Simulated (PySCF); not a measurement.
OS2, SMILES [S+]([O-])=S.

Coordinates come from a PBE0-D3(BJ)/def2-TZVP optimisation.

Computed with TDDFT-PBE/def2-SVPD (PySCF).

Vertical excitations.  State labels are in the subgroup Cs.

| state | symmetry | energy (eV) | λ (nm) | f | main pairs |
|---|---|---|---|---|---|
| S1 | A" | 2.39 | 518 | 0.000 | HOMO→LUMO 98 % |
| S2 | A" | 2.98 | 416 | 0.000 | HOMO−1→LUMO 98 % |
| S3 | A' | 4.55 | 272 | 0.056 | HOMO−2→LUMO 89 % |
| S4 | A' | 6.27 | 198 | 0.008 | HOMO→LUMO+1 94 % |
| S5 | A' | 6.65 | 186 | 0.012 | HOMO→LUMO+2 65 %, HOMO−1→LUMO+1 32 % |
| S6 | A" | 6.82 | 182 | 0.000 | HOMO−3→LUMO 97 % |
| S7 | A' | 7.11 | 174 | 0.072 | HOMO→LUMO+3 36 %, HOMO−1→LUMO+2 35 %, HOMO−1→LUMO+1 21 %, HOMO→LUMO+2 5 % |
| S8 | A" | 7.14 | 174 | 0.001 | HOMO−2→LUMO+1 82 %, HOMO−5→LUMO 15 % |
| S9 | A' | 7.16 | 173 | 0.022 | HOMO−1→LUMO+2 57 %, HOMO→LUMO+3 33 % |
| S10 | A" | 7.18 | 173 | 0.000 | HOMO−5→LUMO 82 %, HOMO−2→LUMO+1 15 % |
| T1 | A" | 1.82 | 680 | 0 | HOMO→LUMO 99 % |
| T2 | A" | 2.37 | 523 | 0 | HOMO−1→LUMO 99 % |
| T3 | A' | 2.50 | 496 | 0 | HOMO−2→LUMO 100 % |
| T4 | A' | 5.54 | 224 | 0 | HOMO→LUMO+1 98 % |
Triplets are in the Tamm–Dancoff approximation, which puts them higher than full response would, so one can lie above its singlet here.
